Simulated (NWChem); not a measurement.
NaF; SMILES [F][Na]

Results from NWChem. Geometry: optimised at PBE0/def2-SVP.

Taking PBE/pcseg-2 as the yardstick, which of these has the fewest basis functions while keeping “highest occupied level (eV)” within 0.05 eV of it: PBE/aug-pcseg-1; PBE/def2-SVP; PBE/pcseg-1?

none of them.
```json
[
 {"level": "PBE/pcseg-1", "basis functions": "24", "highest occupied level (eV)": "-4.48"},
 {"level": "PBE/def2-SVP", "basis functions": "29", "highest occupied level (eV)": "-4.62"},
 {"level": "PBE/aug-pcseg-1", "basis functions": "37", "highest occupied level (eV)": "-5.13"},
 {"level": "PBE/pcseg-2", "basis functions": "49", "highest occupied level (eV)": "-5.02"}
]
```

The yardstick is one finite set, not the basis-set limit.
